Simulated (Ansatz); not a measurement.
The cluster Sn₅⁻ (the lowest doublet isomer of a short search) was relaxed with PBE-D4 (def2-SVPD) in Ansatz in these states: charge -1 doublet, charge -1 quartet. The geometries follow in no particular order.

In the def2 sets Sn takes a core potential; there is no spin–orbit coupling.

A:

```xyz
5

Sn   -1.6938   -0.1865   -0.0506
Sn    0.1852   -2.0580   -1.1559
Sn    0.8740    0.8965   -1.3906
Sn    0.9668   -0.6902    1.4407
Sn   -0.3323    2.0383    1.1565
```

B:

```xyz
5

Sn   -1.310    0.404   -1.688
Sn   -0.760    1.817    0.923
Sn   -0.881   -1.171    0.817
Sn    1.749    0.183    1.277
Sn    1.202   -1.232   -1.329
```

Problem. Judge from the bond lengths which geometry belongs to which state (an estimate).

Solution. A is the charge -1 doublet (Sn1–Sn4 3.091 Å, Sn3–Sn4 3.247 Å, Sn1–Sn2 2.873 Å); B is the charge -1 quartet (Sn1–Sn4 4.266 Å, Sn3–Sn4 2.993 Å, Sn1–Sn2 3.020 Å).
